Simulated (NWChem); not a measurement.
The numbers come from NWChem runs, not from measurements. System: silene (CH4Si), charge 0, spin multiplicity 1, at a geometry optimised with PBE0/def2-SVP. Level: RHF/def2-TZVPD.

The NWChem input:

```
start mol
memory heap 200 mb stack 900 mb global 1100 mb
geometry units angstroms nocenter noautoz
  C      0.000000     0.000000     1.156933
  Si     0.000000     0.000000    -0.550682
  H      0.926618     0.000000     1.737870
  H     -0.926618     0.000000     1.737870
  H     -1.249623     0.000000    -1.353895
  H      1.249623     0.000000    -1.353895
  symmetry group C2v
end
basis spherical
  * library def2-tzvpd
end
scf
  rhf
  nopen 0
  maxiter 100
  thresh 1e-7
  semidirect memsize 60000000 filesize 0
end
task scf energy
```

Part of the output:

```
             Northwest Computational Chemistry Package (NWChem) 7.3.0
             --------------------------------------------------------

                                NWChem Input Module
                                -------------------

 Scaling coordinates for geometry "geometry" by  1.889725989
 (inverse scale =  0.529177249)

 Turning off AUTOSYM since
 SYMMETRY directive was detected!

                             Geometry "geometry" -> ""
                             -------------------------

 Output coordinates in angstroms (scale by  1.889725989 to convert to a.u.)

  No.       Tag          Charge          X              Y              Z
 ---- ---------------- ---------- -------------- -------------- --------------
    1 C                    6.0000     0.00000000     0.00000000     1.15693300
    2 Si                  14.0000     0.00000000     0.00000000    -0.55068200
    3 H                    1.0000     0.92661800     0.00000000     1.73787000
    4 H                    1.0000    -0.92661800     0.00000000     1.73787000
    5 H                    1.0000    -1.24962300     0.00000000    -1.35389500
    6 H                    1.0000     1.24962300     0.00000000    -1.35389500

 Effective nuclear repulsion energy (a.u.)      51.1946191255

            Nuclear Dipole moment (a.u.)
            ----------------------------
        X                 Y               Z
 ---------------- ---------------- ----------------
     0.0000000000     0.0000000000    -0.0000000000

      Symmetry information
      --------------------

 Group name             C2v
 Group number             16
 Group order               4
 No. of unique centers     4

      Symmetry unique atoms

     1    2    3    5


 Summary of "ao basis" -> "" (spherical)
 ------------------------------------------------------------------------------
       Tag                 Description            Shells   Functions and Types
 ---------------- ------------------------------  ------  ---------------------
 *                         def2-tzvpd                 on all atoms

 Summary of "ao basis" -> "ao basis" (spherical)
[...]
  ----- ------------  ---------------      ----- ------------  ---------------
    11      0.289646  1 C  py                54      0.286656  2 Si py
     8      0.274593  1 C  py                57      0.193855  2 Si py
    14      0.175175  1 C  py

 Vector   13  Occ=0.000000D+00  E= 6.444669D-02  Symmetry=b2
              MO Center= -1.4D-13,  3.7D-16, -6.2D-01, r^2= 5.0D+00
   Bfn.  Coefficient  Atom+Function         Bfn.  Coefficient  Atom+Function
  ----- ------------  ---------------      ----- ------------  ---------------
    57      0.624861  2 Si py                70     -0.355786  2 Si d -1
    11     -0.208434  1 C  py                54      0.186501  2 Si py
     8     -0.183092  1 C  py                14     -0.166057  1 C  py

 Vector   14  Occ=0.000000D+00  E= 7.330922D-02  Symmetry=a1
              MO Center= -9.0D-14,  4.1D-16, -1.5D+00, r^2= 1.1D+01
   Bfn.  Coefficient  Atom+Function         Bfn.  Coefficient  Atom+Function
  ----- ------------  ---------------      ----- ------------  ---------------
    43     -3.914921  2 Si s                 42      3.668236  2 Si s
     6      1.571763  1 C  s                 58     -0.881659  2 Si pz
     5     -0.833132  1 C  s                 28     -0.414831  1 C  d  0
    15      0.296866  1 C  pz               101     -0.293386  5 H  s
   110     -0.293386  6 H  s                105     -0.278079  5 H  px

 Vector   15  Occ=0.000000D+00  E= 8.299004D-02  Symmetry=a1
              MO Center=  3.3D-15, -5.1D-16,  4.1D-01, r^2= 1.4D+01
   Bfn.  Coefficient  Atom+Function         Bfn.  Coefficient  Atom+Function
  ----- ------------  ---------------      ----- ------------  ---------------
     5      5.268812  1 C  s                  6      4.929576  1 C  s
    42     -3.304579  2 Si s                 43     -2.676810  2 Si s
    58     -2.452962  2 Si pz                83     -1.914142  3 H  s
    92     -1.914142  4 H  s                 71     -1.117830  2 Si d  0
    15     -0.665669  1 C  pz                87      0.442848  3 H  px

 center of mass
 --------------
 x =   0.00000000 y =   0.00000000 z =  -0.03217243

 moments of inertia (a.u.)
 ------------------
         122.543197022032           0.000000000000           0.000000000000
           0.000000000000         139.963680488463           0.000000000000
           0.000000000000           0.000000000000          17.420483466431

  Mulliken analysis of the total density
  --------------------------------------

    Atom       Charge   Shell Charges
 -----------   ------   -------------------------------------------------------
    1 C    6     6.62   0.85  1.12  0.49  0.67  0.15 -0.01  1.19  1.41  0.66  0.01  0.02  0.05  0.00
    2 Si  14    13.64   2.00  0.58  1.39  0.80  0.35 -0.01  4.12  1.73  0.54  1.36  0.43  0.12  0.17  0.02  0.03
    3 H    1     0.83   0.26  0.49  0.03  0.02  0.03
    4 H    1     0.83   0.26  0.49  0.03  0.02  0.03
    5 H    1     1.04   0.23  0.54  0.24  0.01  0.01
    6 H    1     1.04   0.23  0.54  0.24  0.01  0.01

       Multipole analysis of the density wrt the origin
       ------------------------------------------------

     L   x y z        total         open         nuclear
     -   - - -        -----         ----         -------
     0   0 0 0     -0.000000      0.000000     24.000000

     1   1 0 0     -0.000000      0.000000      0.000000
     1   0 1 0     -0.000000      0.000000      0.000000
     1   0 0 1     -0.452171      0.000000     -0.000000

     2   2 0 0    -15.571630      0.000000     17.285227
     2   1 1 0      0.000000      0.000000      0.000000
     2   1 0 1      0.000000      0.000000      0.000000
     2   0 2 0    -17.364366      0.000000      0.000000
     2   0 1 1      0.000000      0.000000      0.000000
     2   0 0 2    -15.347474      0.000000     78.502424

 Task  times  cpu:        3.7s     wall:        3.7s

 Total times  cpu:        3.7s     wall:        3.7s
```
